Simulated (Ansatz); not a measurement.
Input file for Ansatz (a first-principles code): R-wB97X-V/def2-TZVPPD on ClH3O (a complex). Files ending in .json are basis or fitting sets from the Basis Set Exchange.

Ansatz 0.2 input:
```yaml
crystal:
  periodic: [false, false, false]
  atoms:
    - {symbol: O, position_ang: [0.21157495, 0.56181731, 0.17730787]}
    - {symbol: H, position_ang: [0.72367650, -0.15697846, -0.20989852]}
    - {symbol: H, position_ang: [-0.66149254, 0.51654990, -0.22834170]}
    - {symbol: Cl, position_ang: [0.08214544, 0.38190214, 3.31640993]}
    - {symbol: H, position_ang: [0.15798443, 0.50222948, 2.01990721]}
basis:
  gaussian:
    orbitals: def2-TZVPPD.json
hamiltonian:
  xc: {name: wB97X-V}
scf: {lower_state_search: off}
```

Task: Predict the final total energy.

Result: -537.1959 hartree.
